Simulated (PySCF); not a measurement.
C₂H₄N, charge +1, singlet, at a GFN2-xTB geometry; DF-MP2/6-31G** in PySCF.

The PySCF input:
```python
from pyscf import gto, scf, mp

mol = gto.Mole()
mol.atom = '''
    C     0.003341    0.001255   -1.237556
    C    -0.000401   -0.000151    0.148583
    N    -0.003502   -0.001315    1.296926
    H     0.008400    1.030122   -1.613517
    H     0.893030   -0.516106   -1.612697
    H    -0.888352   -0.509103   -1.617500
    H    -0.006208   -0.002332    2.299072
'''
mol.basis = '6-31g**'
mol.charge = 1
mol.spin = 0
mol.verbose = 5
mol.build()

mf = scf.RHF(mol)
mf = mf.density_fit(auxbasis='def2-universal-jkfit')
mf.kernel()

pt = mp.MP2(mf)
pt.kernel()
print('E(MP2) = %.10f' % pt.e_tot)
```

It wrote (shortened):

```
PySCF version 2.14.0

[INPUT] verbose = 5
[INPUT] max_memory = 4000
[INPUT] num. atoms = 7
[INPUT] num. electrons = 22
[INPUT] charge = 1
[INPUT] spin (= nelec alpha-beta = 2S) = 0
[INPUT] symmetry False subgroup None
[INPUT] Mole.unit = angstrom
[INPUT] Symbol           X                Y                Z      unit          X                Y                Z       unit  Magmom
[...]
[INPUT] ---------------- BASIS SET ----------------
[INPUT] l, kappa, [nprim/nctr], expnt,             c_1 c_2 ...
[INPUT] H
[...]
                                2.8253937         0.23472695
                                0.6401217         0.81375733
[...]
[INPUT] C
[...]
                                457.36951         0.0140373
                                103.94869         0.0688426
                                29.210155         0.2321844
                                9.286663          0.4679413
                                3.163927          0.362312
[...]
                                1.8812885         -0.1608542
                                0.5442493         1.1434564
[...]
                                1.8812885         0.316424
                                0.5442493         0.7443083
[...]
[INPUT] N
[...]
                                627.4579          0.013995
                                142.9021          0.068587
                                40.23433          0.232241
                                12.82021          0.46907
                                4.390437          0.360455
[...]
                                2.71628           -0.169118
                                0.772218          1.145852
[...]
                                2.71628           0.323907
                                0.772218          0.740895
[...]
nuclear repulsion = 66.1816792133244
number of shells = 30
number of NR pGTOs = 109
number of NR cGTOs = 62
basis = 6-31g**
ecp = {}

******** <class 'pyscf.df.df_jk.DFRHF'> ********
method = DFRHF
initial guess = minao
damping factor = 0
level_shift factor = 0
DIIS = <class 'pyscf.scf.diis.CDIIS'>
diis_start_cycle = 1
diis_space = 8
diis_damp = 0
SCF conv_tol = 1e-09
SCF conv_tol_grad = None
SCF max_cycles = 50
direct_scf = False
Set gradient conv threshold to 3.16228e-05
Initial guess from minao.
******** <class 'pyscf.df.df.DF'> ********
auxbasis = def2-universal-jkfit
num shells = 99, num cGTOs = 299
size of aux basis 299
int3c2e [1/1], AO [0:30], nrow = 1953
E1 = -307.9731864613566  E2 = 108.66309814816219  Ecoul = 127.27852999236731  Exc = -18.61543184420512
init E= -133.12840909987
cond(S) = 3109.575432597298
[...]
  mo_energy =
[-15.67295974 -11.34205255 -11.33789191  -1.60962863  -1.29250673
  -0.82946494  -0.56194518  -0.53393073  -0.53393057  -0.38533042
  -0.38533034   0.08316297   0.08316302   0.16155783   0.19682682
   0.28840671   0.28840687   0.34466818   0.40458159   0.67309985
   0.72704502   0.7270451    0.81454198   0.81454228   0.91530616
   0.98339571   0.98339577   1.03895623   1.0389564    1.03927773
   1.09299357   1.30721305   1.49899709   1.52007489   1.52007493
   1.7059616    1.73413867   1.73413875   1.8198698    1.95402166
   1.95402199   2.17393072   2.1739309    2.28705983   2.32091028
   2.32091066   2.39285476   2.39285488   2.47706111   2.75496637
   2.75496698   2.85706428   3.07622653   3.08684979   3.08685012
   3.41432141   3.46398577   3.46398611   3.6753447    3.7407885
   3.74078907   4.604644  ]
E1 = -300.65371918224866  E2 = 102.29805806579702  Ecoul = 120.20280256693484  Exc = -17.904744501137813
cycle= 1 E= -132.173981903127  delta_E= 0.954  |g|= 0.457  |ddm|= 2.42
[...]
  mo_energy =
[-1.59609899e+01 -1.18396092e+01 -1.16314433e+01 -1.62835642e+00
 -1.39346696e+00 -1.14757836e+00 -9.94881973e-01 -9.27888075e-01
 -9.27887997e-01 -8.06639702e-01 -8.06639599e-01 -1.51959764e-01
 -1.51959725e-01 -1.16344669e-02  1.79413215e-02  8.66525338e-02
  8.66527138e-02  1.12657963e-01  1.74423158e-01  4.01267251e-01
  4.26125194e-01  4.26125209e-01  5.62000078e-01  5.62000419e-01
  6.67311238e-01  7.35383761e-01  7.35383816e-01  7.74281237e-01
  8.13922445e-01  8.13922596e-01  8.87925575e-01  1.04654874e+00
  1.21914611e+00  1.21914619e+00  1.22863642e+00  1.39560809e+00
  1.39560817e+00  1.46327615e+00  1.55881616e+00  1.67936080e+00
  1.67936113e+00  1.87502069e+00  1.87502087e+00  2.03340456e+00
  2.03340495e+00  2.05478314e+00  2.13407334e+00  2.13407349e+00
  2.19816090e+00  2.48389794e+00  2.48389854e+00  2.60142894e+00
  2.79469753e+00  2.83350016e+00  2.83350051e+00  3.15423020e+00
  3.16733477e+00  3.16733508e+00  3.37233248e+00  3.49034102e+00
  3.49034155e+00  4.30962347e+00]
E1 = -302.9289455017334  E2 = 104.51619430383623  Ecoul = 122.62791699872996  Exc = -18.11172269489373
cycle= 2 E= -132.231071984573  delta_E= -0.0571  |g|= 0.194  |ddm|= 0.665
[...]
  mo_energy =
[-1.59449065e+01 -1.16141781e+01 -1.14737443e+01 -1.56680439e+00
 -1.29706858e+00 -1.13862999e+00 -9.16371155e-01 -8.66831829e-01
 -8.66831754e-01 -7.61702269e-01 -7.61702157e-01 -8.65490951e-02
 -8.65490585e-02  1.14518590e-03  4.03436154e-02  1.21818455e-01
  1.21818607e-01  1.75097637e-01  2.01302526e-01  4.42641477e-01
  4.91039520e-01  4.91039543e-01  6.05526514e-01  6.05526834e-01
  7.09780610e-01  7.59456638e-01  7.59456706e-01  8.32871385e-01
  8.66270211e-01  8.66270384e-01  9.34928610e-01  1.09385200e+00
  1.27614036e+00  1.29132263e+00  1.29132271e+00  1.46544146e+00
  1.46544155e+00  1.49541121e+00  1.58843675e+00  1.72268899e+00
  1.72268932e+00  1.92717426e+00  1.92717445e+00  2.08739442e+00
  2.08739481e+00  2.09012298e+00  2.17788651e+00  2.17788663e+00
  2.28185791e+00  2.52701276e+00  2.52701333e+00  2.64108153e+00
  2.81437843e+00  2.87668086e+00  2.87668126e+00  3.21832965e+00
  3.22646617e+00  3.22646650e+00  3.46161300e+00  3.55576032e+00
  3.55576086e+00  4.34337246e+00]
E1 = -302.4782854897597  E2 = 104.05741536140698  Ecoul = 122.16063278013141  Exc = -18.103217418724427
[...]
  1.72977344e+00  1.93148174e+00  1.93148192e+00  2.09123239e+00
  2.09123277e+00  2.09516932e+00  2.18190810e+00  2.18190822e+00
  2.27928843e+00  2.53265945e+00  2.53266003e+00  2.64763610e+00
  2.82850496e+00  2.88156414e+00  2.88156453e+00  3.22144448e+00
  3.23052655e+00  3.23052688e+00  3.46157551e+00  3.55634888e+00
  3.55634942e+00  4.35827922e+00]
E1 = -302.4789864270012  E2 = 104.05679977006172  Ecoul = 122.15823105493257  Exc = -18.101431284870856
cycle= 6 E= -132.240507443615  delta_E= -3.79e-06  |g|= 0.000564  |ddm|= 0.00503
[...]
  mo_energy =
[-1.59049634e+01 -1.16316043e+01 -1.14891100e+01 -1.55744079e+00
 -1.30150798e+00 -1.12496441e+00 -9.24419982e-01 -8.66117139e-01
 -8.66117052e-01 -7.58226871e-01 -7.58226769e-01 -8.30559639e-02
 -8.30559281e-02  1.15565684e-02  4.13865118e-02  1.21717049e-01
  1.21717201e-01  1.74359652e-01  2.01118258e-01  4.46305060e-01
  4.87707771e-01  4.87707794e-01  6.05202159e-01  6.05202490e-01
  7.15245575e-01  7.69132485e-01  7.69132547e-01  8.29565309e-01
  8.65270894e-01  8.65271067e-01  9.36454092e-01  1.09844940e+00
  1.28266686e+00  1.29307732e+00  1.29307740e+00  1.46686021e+00
  1.46686029e+00  1.49750095e+00  1.59514881e+00  1.72975881e+00
  1.72975914e+00  1.93146913e+00  1.93146932e+00  2.09123613e+00
  2.09123652e+00  2.09520101e+00  2.18192276e+00  2.18192288e+00
  2.27929947e+00  2.53265915e+00  2.53265973e+00  2.64764087e+00
  2.82848296e+00  2.88157404e+00  2.88157443e+00  3.22146238e+00
  3.23051536e+00  3.23051568e+00  3.46157257e+00  3.55636818e+00
  3.55636872e+00  4.35823426e+00]
E1 = -302.47901878375353  E2 = 104.05683194718456  Ecoul = 122.15836165937824  Exc = -18.10152971219368
cycle= 7 E= -132.240507623245  delta_E= -1.8e-07  |g|= 7.97e-05  |ddm|= 0.00125
[...]
  mo_energy =
[-1.59049667e+01 -1.16315772e+01 -1.14891186e+01 -1.55743709e+00
 -1.30150853e+00 -1.12496520e+00 -9.24411000e-01 -8.66112527e-01
 -8.66112440e-01 -7.58225239e-01 -7.58225136e-01 -8.30514572e-02
 -8.30514214e-02  1.15546547e-02  4.13887733e-02  1.21719968e-01
  1.21720120e-01  1.74362848e-01  2.01119143e-01  4.46310404e-01
  4.87713874e-01  4.87713898e-01  6.05204963e-01  6.05205294e-01
  7.15246078e-01  7.69133392e-01  7.69133454e-01  8.29567876e-01
  8.65276011e-01  8.65276184e-01  9.36461965e-01  1.09844804e+00
  1.28267349e+00  1.29308291e+00  1.29308299e+00  1.46686704e+00
  1.46686713e+00  1.49750546e+00  1.59515001e+00  1.72976230e+00
  1.72976263e+00  1.93147279e+00  1.93147298e+00  2.09124213e+00
  2.09124251e+00  2.09521489e+00  2.18193198e+00  2.18193210e+00
  2.27930373e+00  2.53266630e+00  2.53266688e+00  2.64764825e+00
  2.82848512e+00  2.88158277e+00  2.88158315e+00  3.22147329e+00
  3.23051989e+00  3.23052022e+00  3.46157896e+00  3.55637711e+00
  3.55637765e+00  4.35823657e+00]
E1 = -302.47906199787167  E2 = 104.05687515757342  Ecoul = 122.15842233230661  Exc = -18.1015471747332
cycle= 8 E= -132.240507626974  delta_E= -3.73e-09  |g|= 1.15e-05  |ddm|= 0.000237
[...]
  mo_energy =
[-1.59049692e+01 -1.16315804e+01 -1.14891115e+01 -1.55743907e+00
 -1.30150654e+00 -1.12496426e+00 -9.24408676e-01 -8.66111959e-01
 -8.66111872e-01 -7.58225176e-01 -7.58225074e-01 -8.30516965e-02
 -8.30516608e-02  1.15560216e-02  4.13892680e-02  1.21720547e-01
  1.21720699e-01  1.74363306e-01  2.01119118e-01  4.46311272e-01
  4.87713743e-01  4.87713767e-01  6.05205642e-01  6.05205973e-01
  7.15247872e-01  7.69133184e-01  7.69133246e-01  8.29568403e-01
  8.65277566e-01  8.65277738e-01  9.36463331e-01  1.09844911e+00
  1.28267332e+00  1.29308419e+00  1.29308427e+00  1.46686635e+00
  1.46686644e+00  1.49750636e+00  1.59515015e+00  1.72976338e+00
  1.72976371e+00  1.93147275e+00  1.93147293e+00  2.09124347e+00
  2.09124386e+00  2.09521612e+00  2.18193349e+00  2.18193362e+00
  2.27930522e+00  2.53266794e+00  2.53266852e+00  2.64764925e+00
  2.82848641e+00  2.88158434e+00  2.88158473e+00  3.22147451e+00
  3.23052095e+00  3.23052128e+00  3.46157972e+00  3.55637947e+00
  3.55638001e+00  4.35823676e+00]
E1 = -302.47906798525304  E2 = 104.05688114488889  Ecoul = 122.15842971219466  Exc = -18.10154856730577
cycle= 9 E= -132.24050762704  delta_E= -6.59e-11  |g|= 2.71e-06  |ddm|= 3.22e-05
[...]
  mo_energy =
[-1.59049682e+01 -1.16315779e+01 -1.14891146e+01 -1.55743800e+00
 -1.30150696e+00 -1.12496380e+00 -9.24409076e-01 -8.66112123e-01
 -8.66112036e-01 -7.58225086e-01 -7.58224983e-01 -8.30512698e-02
 -8.30512340e-02  1.15561858e-02  4.13890716e-02  1.21720218e-01
  1.21720370e-01  1.74363254e-01  2.01119098e-01  4.46311593e-01
  4.87714243e-01  4.87714266e-01  6.05205275e-01  6.05205606e-01
  7.15247817e-01  7.69133591e-01  7.69133653e-01  8.29568564e-01
  8.65276804e-01  8.65276977e-01  9.36462573e-01  1.09844915e+00
  1.28267399e+00  1.29308405e+00  1.29308413e+00  1.46686729e+00
  1.46686738e+00  1.49750608e+00  1.59515051e+00  1.72976322e+00
  1.72976355e+00  1.93147332e+00  1.93147351e+00  2.09124347e+00
  2.09124386e+00  2.09521548e+00  2.18193294e+00  2.18193306e+00
  2.27930471e+00  2.53266765e+00  2.53266823e+00  2.64764897e+00
  2.82848643e+00  2.88158384e+00  2.88158423e+00  3.22147409e+00
  3.23052102e+00  3.23052135e+00  3.46157971e+00  3.55637848e+00
  3.55637902e+00  4.35823735e+00]
E1 = -302.4790684863333  E2 = 104.056881645967  Ecoul = 122.15843033892293  Exc = -18.10154869295593
Extra cycle  E= -132.240507627042  delta_E= -2.16e-12  |g|= 9.72e-07  |ddm|= 4.16e-06
converged SCF energy = -132.240507627042

******** <class 'pyscf.mp.dfmp2.DFRMP2'> ********
nocc = 11, nmo = 62
Caching ovL-type integrals by transforming saved AO 3c integrals.
ao2mo est mem= 1.28 MB  avail mem= 3887.66 MB
ovL-type integrals are cached incore
aux blksize for incore ao2mo: 299/299
occ blksize for DFRMP2 loop: 11/11
E(DFRMP2) = -132.668776225236  E_corr = -0.428268598193656
E(SCS-DFRMP2) = -132.663734865232  E_corr = -0.423227238190254
E_corr(same-spin) = -0.104648168817846
E_corr(oppo-spin) = -0.32362042937581
E(MP2) = -132.6687762252
```
